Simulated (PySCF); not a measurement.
SMILES C[CH2][Ge]([NH2])([NH2])[OH] (C2H10GeN2O) (GFN2-xTB optimised geometry):

```
16

C     -0.669     1.261     1.303
C     -0.943     0.526     0.000
Ge    -0.239    -1.342     0.000
N      1.591    -1.342     0.000
N     -0.665    -2.502    -1.358
O     -0.915    -2.085     1.459
H      0.401     1.372     1.462
H     -1.084     0.707     2.140
H     -1.119     2.253     1.282
H     -0.495     1.064    -0.836
H     -2.018     0.483    -0.177
H      2.018    -0.901     0.802
H      2.012    -2.253    -0.115
H     -0.181    -2.308    -2.223
H     -1.652    -2.571    -1.567
H     -0.962    -3.039     1.437
```

Calculation: PBE0/def2-TZVP in PySCF 2.14.0.

Question: What are the frontier orbital energies and the dipole moment?

Answer: HOMO-2 -8.38 eV, HOMO-1 -7.36 eV, HOMO -7.16 eV, LUMO 0.53 eV, LUMO+1 1.27 eV; dipole moment 1.04 D.

On the same geometry PBE/def2-TZVP in PySCF gives HOMO-2 -6.76 eV, HOMO-1 -5.92 eV, HOMO -5.66 eV, LUMO -0.31 eV, LUMO+1 0.45 eV; dipole moment 1.00 D.

Meta-Löwdin charges at PBE0/def2-TZVP: C1 -0.34, C2 -0.42, Ge3 1.15, N4 -0.74, N5 -0.73, O6 -0.77, H7 0.11, H8 0.12, H9 0.12, H10 0.12, H11 0.12, H12 0.23, H13 0.23, H14 0.23, H15 0.23, H16 0.34.
